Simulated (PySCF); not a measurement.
## Correlation energy of Pd (palladium, neutral)

[Kr] 4d9 5p1, one real determinant (an excited configuration). Computed with PySCF 2.14 in x2c-QZVPPall (13s8p7d4f2g, 118 functions), with scalar relativity by spin-free X2C-1e. Frozen: [Ar] 3d10; 18 electrons correlated.

MP2 pair energies summed by pair of shells (mhartree):

```
 pair   energy  share (%)
4d-4d  -298.12       47.1
4p-4d  -190.58       30.1
4p-4p   -55.62        8.8
4s-4d   -37.01        5.8
4s-4p   -28.63        4.5
4d-5p   -16.11        2.5
4s-4s    -4.84        0.8
4p-5p    -1.74        0.3
4s-5p    -0.15        0.0
```

Total MP2 correlation energy: -632.80 mhartree.

Same-spin part -203.47 and opposite-spin part -429.33 mhartree; SCS-MP2 scales them by 1/3 and 6/5 to -583.02 mhartree.

The basis was made for the ground configuration and has no added diffuse functions, which can raise the energy of the promoted electron.

The reference is one real determinant that mixes LS terms of this configuration.

This basis was not built for core-valence correlation, so the inner-shell part is incomplete.
